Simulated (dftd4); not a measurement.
Ag, charge +1, singlet; D4 for blyp (dftd4).

The dftd4 input:
```
$ dftd4 mol.xyz --func blyp --charge 1 --json dftd4.json --noedisp

# file mol.xyz
1

Ag     0.00000000     0.00000000     0.00000000
```

Output, abridged:

```
                    ____  _____ _____     ____  _  _
      -------------|  _ \|  ___|_   _|---|  _ \| || |------------
     |             | | | | |_    | | ___ | | | | || |_           |
     |             | |_| |  _|   | ||___|| |_| |__   _|          |
     |             |____/|_|     |_|     |____/   |_|            |
     |             ===================================           |
     |            E. Caldeweyher, S. Ehlert & S. Grimme          |
     |          Mulliken Center for Theoretical Chemistry        |
     |                    University of Bonn                     |
      -----------------------------------------------------------

Rational (Becke-Johnson) damping: blyp-D4-ATM
---------------------
  s6         1.0000
  s8         2.3408
  s9         1.0000
  a1         0.4449
  a2         4.0933
 alp        16.0000
--------------------

Dispersion energy:       0.0000000000000E+00 Eh

[Info] JSON dump of results written to 'dftd4.json'
```
